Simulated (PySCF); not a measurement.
C$_{2}$H$_{6}$Si, singlet, at a GFN2-xTB geometry, atoms displaced at random by about 0.08 Å a coordinate; TPSS/STO-3G, gradient (PySCF).

The PySCF input:
```python
from pyscf import gto, scf, dft

mol = gto.Mole()
mol.atom = '''
    Si   -0.11764087    0.16478319    0.60505034
    C     0.66559317    1.31461293   -0.58203764
    H     0.80135769    2.14207077   -0.17761759
    H     0.34928387    1.40906712   -1.53430842
    H     1.76397106    0.78346701   -0.64533409
    C    -0.31342115   -1.31074163   -0.43783131
    H     0.72534857   -1.79589505   -0.76647508
    H    -0.97761611   -1.30945401   -1.32152695
    H    -0.89971510   -2.30001171    0.17257741
'''
mol.basis = 'sto-3g'
mol.verbose = 4
mol.build()

mf = dft.RKS(mol)
mf.xc = 'tpss'
mf.grids.level = 1
mf.kernel()
g = mf.nuc_grad_method()
g.grid_response = True
grad = g.kernel()
```

**Question.** Write the output that PySCF gives for this input, abridged.

**Answer.** 
```
PySCF version 2.14.0

[INPUT] verbose = 4
[INPUT] num. atoms = 9
[INPUT] num. electrons = 32
[INPUT] charge = 0
[INPUT] spin (= nelec alpha-beta = 2S) = 0
[INPUT] symmetry False subgroup None
[INPUT] Mole.unit = angstrom
[INPUT] Symbol           X                Y                Z      unit          X                Y                Z       unit  Magmom
[INPUT]  1 Si    -0.117640870000   0.164783190000   0.605050340000 AA   -0.222309025356   0.311395099032   1.143379434175 Bohr   0.0
[INPUT]  2 C      0.665593170000   1.314612930000  -0.582037640000 AA    1.257788801681   2.484258397512  -1.099891733788 Bohr   0.0
[INPUT]  3 H      0.801357690000   2.142070770000  -0.177617590000 AA    1.514346561914   4.047927094736  -0.335648600005 Bohr   0.0
[INPUT]  4 H      0.349283870000   1.409067120000  -1.534308420000 AA    0.660050854028   2.662750947930  -2.899422704414 Bohr   0.0
[INPUT]  5 H      1.763971060000   0.783467010000  -0.645334090000 AA    3.333422195059   1.480538076532  -1.219504688945 Bohr   0.0
[INPUT]  6 C     -0.313421150000  -1.310741630000  -0.437831310000 AA   -0.592280135146  -2.476942700766  -0.827381264660 Bohr   0.0
[INPUT]  7 H      0.725348570000  -1.795895050000  -0.766475080000 AA    1.370710142145  -3.393749792962  -1.448427982504 Bohr   0.0
[INPUT]  8 H     -0.977616110000  -1.309454010000  -1.321526950000 AA   -1.847426702863  -2.474509451613  -2.497324001732 Bohr   0.0
[INPUT]  9 H     -0.899715100000  -2.300011710000   0.172577410000 AA   -1.700215129136  -4.346392215193   0.326124040187 Bohr   0.0

nuclear repulsion = 99.5078030771124
number of shells = 17
number of NR pGTOs = 75
number of NR cGTOs = 25
basis = sto-3g
ecp = {}

******** <class 'pyscf.dft.rks.RKS'> ********
method = RKS
initial guess = minao
damping factor = 0
level_shift factor = 0
DIIS = <class 'pyscf.scf.diis.CDIIS'>
diis_start_cycle = 1
diis_space = 8
diis_damp = 0
SCF conv_tol = 1e-09
SCF conv_tol_grad = None
SCF max_cycles = 50
direct_scf = True
direct_scf_tol = 1e-13
XC library pyscf.dft.libxc version 7.1.2
    S. Lehtola, C. Steigemann, M. J. T. Oliveira, and M. A. L. Marques,  SoftwareX 7, 1–5 (2018)
XC functionals = tpss
    J. Tao, J. P. Perdew, V. N. Staroverov, and G. E. Scuseria,  Phys. Rev. Lett. 91, 146401 (2003)
    J. P. Perdew, J. Tao, V. N. Staroverov, and G. E. Scuseria,  J. Chem. Phys. 120, 6898 (2004)
    J. Tao, J. P. Perdew, V. N. Staroverov, and G. E. Scuseria,  Phys. Rev. Lett. 91, 146401 (2003)
    J. P. Perdew, J. Tao, V. N. Staroverov, and G. E. Scuseria,  J. Chem. Phys. 120, 6898 (2004)
radial grids:
    Treutler-Ahlrichs [JCP 102, 346 (1995); DOI:10.1063/1.469408] (M4) radial grids

becke partition: Becke, JCP 88, 2547 (1988); DOI:10.1063/1.454033
pruning grids: <function nwchem_prune>
grids dens level: 1
symmetrized grids: False
atomic radii adjust function: <function treutler_atomic_radii_adjust>
small_rho_cutoff = 0
Set gradient conv threshold to 3.16228e-05
Initial guess from minao.
tot grids = 31608
init E= -364.733016905688
  HOMO = -0.188759963662767  LUMO = -0.04840459879713  gap/eV = 3.81926
cycle= 1 E= -364.878174331935  delta_E= -0.145  |g|= 0.367  |ddm|= 3.48
  HOMO = -0.0560484400832698  LUMO = 0.0319488558742552  gap/eV = 2.39453
cycle= 2 E= -364.856360856597  delta_E= 0.0218  |g|= 0.444  |ddm|= 1.08
  HOMO = -0.0683816607260764  LUMO = 0.0303201464469134  gap/eV = 2.68581
cycle= 3 E= -364.920465845482  delta_E= -0.0641  |g|= 0.0248  |ddm|= 0.645
  HOMO = -0.0715030510104265  LUMO = 0.0286700519255371  gap/eV = 2.72585
cycle= 4 E= -364.920678588695  delta_E= -0.000213  |g|= 0.00984  |ddm|= 0.0545
  HOMO = -0.0721004559967213  LUMO = 0.028321449287654  gap/eV = 2.73262
cycle= 5 E= -364.920710225153  delta_E= -3.16e-05  |g|= 0.00145  |ddm|= 0.0174
  HOMO = -0.0719010250333904  LUMO = 0.0285261897662322  gap/eV = 2.73276
cycle= 6 E= -364.920711204883  delta_E= -9.8e-07  |g|= 0.000157  |ddm|= 0.00364
  HOMO = -0.0719404703831795  LUMO = 0.0284822590772154  gap/eV = 2.73264
cycle= 7 E= -364.920711220757  delta_E= -1.59e-08  |g|= 7.22e-05  |ddm|= 0.00108
  HOMO = -0.0719378068136369  LUMO = 0.0284834454199212  gap/eV = 2.73260
cycle= 8 E= -364.920711226592  delta_E= -5.84e-09  |g|= 9.72e-06  |ddm|= 0.000412
  HOMO = -0.071935722995929  LUMO = 0.0284851383485486  gap/eV = 2.73259
cycle= 9 E= -364.920711226657  delta_E= -6.47e-11  |g|= 9.96e-07  |ddm|= 3.42e-05
  HOMO = -0.0719360937541669  LUMO = 0.0284847341564919  gap/eV = 2.73259
Extra cycle  E= -364.920711226657  delta_E= -7.96e-13  |g|= 6.68e-07  |ddm|= 5.47e-06
converged SCF energy = -364.920711226657

******** <class 'pyscf.grad.rks.Gradients'> for <class 'pyscf.dft.rks.RKS'> ********
unit = Eh/Bohr
grid_response = True
--------------- RKS gradients ---------------
         x                y                z
0 Si     0.0175500401    -0.0122796918    -0.0574879350
1 C    -0.0702340589     0.2034845043     0.0268979567
2 H    -0.0318269623    -0.1879294342    -0.0846637368
3 H     0.0298308501    -0.0063106324     0.0852282457
4 H     0.0513726014    -0.0309075143    -0.0001624928
5 C     0.0127398369     0.1373787704     0.0001994083
6 H     0.0433986557    -0.0226609635    -0.0101631479
7 H    -0.0078657799    -0.0128026298     0.0094919211
8 H    -0.0449651831    -0.0679724087     0.0306597807
----------------------------------------------
```
